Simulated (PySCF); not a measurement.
Species: C5H14N2Si.
Numbering: `[CH3:1][NH:2][C@H:3]1[CH2:4][CH2:5][N:6]([SiH3:7])[CH2:8]1` (hydrogens: H9, H10, H11 on C1; H12 on N2; H13 on C3; H14, H15 on C4; H16, H17 on C5; H18, H19, H20 on Si7; H21, H22 on C8)

Cartesian coordinates in Å at the PBE0-D3(BJ)/def2-SVP level; atoms count from 1:
```xyz
22
C5H14N2Si angstrom
C     -3.182    0.333    0.137
N     -1.984    0.482   -0.648
C     -0.752    0.373    0.086
C     -0.401   -1.004    0.713
C      1.113   -1.179    0.496
N      1.562    0.090   -0.053
Si     3.223    0.546   -0.217
C      0.467    0.673   -0.787
H     -3.276   -0.634    0.677
H     -3.230    1.132    0.896
H     -4.069    0.443   -0.505
H     -1.982   -0.174   -1.427
H     -0.780    1.127    0.892
H     -0.969   -1.798    0.201
H     -0.671   -1.050    1.777
H      1.301   -2.024   -0.198
H      1.656   -1.409    1.427
H      3.940    0.128    1.027
H      3.948   -0.076   -1.379
H      3.283    2.029   -0.391
H      0.611    1.751   -0.951
H      0.317    0.207   -1.788
```

Theory: TDDFT wB97X-D/def2-SVPD, vertical, gas phase, core orbitals frozen in the response (PySCF 2.14.0, density-fitted response routines).

Ground-to-excited transition dipoles (e·a0, same axes as the geometry; the sign carries no meaning), for the states with f of 0.002 or more among the lowest 9:

```json
{"state": "S1", "E (eV)": "5.845", "μx": "0.194", "μy": "0.150", "μz": "0.125"}
{"state": "S3", "E (eV)": "6.707", "μx": "0.015", "μy": "-0.120", "μz": "0.143"}
{"state": "S4", "E (eV)": "6.847", "μx": "0.310", "μy": "-0.116", "μz": "-0.235"}
{"state": "S5", "E (eV)": "6.908", "μx": "0.051", "μy": "0.083", "μz": "0.190"}
{"state": "S6", "E (eV)": "7.096", "μx": "-0.399", "μy": "-0.418", "μz": "-0.261"}
{"state": "S8", "E (eV)": "7.216", "μx": "0.369", "μy": "0.199", "μz": "-0.018"}
{"state": "S9", "E (eV)": "7.457", "μx": "0.043", "μy": "-0.128", "μz": "0.264"}
```

**Question.** Work out the oscillator strengths.

**Answer.** f = (2/3) ΔE |μ|² with ΔE in hartree (27.2114 eV).

```tsv
state	|μ|² (au)	|μ| (D)	f
S1	0.076	0.70	0.011
S3	0.035	0.48	0.006
S4	0.165	1.03	0.028
S5	0.046	0.54	0.008
S6	0.402	1.61	0.070
S8	0.176	1.07	0.031
S9	0.088	0.75	0.016
```

**Question.** What angle do the transition dipoles of S6 and S8 make?

**Answer.** |cos θ| = |μa·μb| / (|μa| |μb|) = 0.85, so θ ≈ 32° (taken between 0 and 90°, since the signs are arbitrary).

**Question.** How is the summed strength of these states shared among x, y and z?

**Answer.** (2/3) Σ ΔE μα² gives 0.074 for x, 0.049 for y and 0.046 for z, 0.169 in all.

**Question.** What peak molar absorption coefficient would the strongest computed level give as a lone Gaussian band 0.3 eV wide at half height?

**Answer.** ε(max) = 2.175×10⁸ f / FWHM, with the width in cm⁻¹. S6: 2.175×10⁸ × 0.0699 / 2420 ≈ 6300 L mol⁻¹ cm⁻¹.

All these states lie below the vertical ionisation energy of 8.15 eV (ΔSCF).

One conformer stands for the species.

Without π bonds the low states may be Rydberg-like; a valence basis with one diffuse set may place them up to an eV too high.
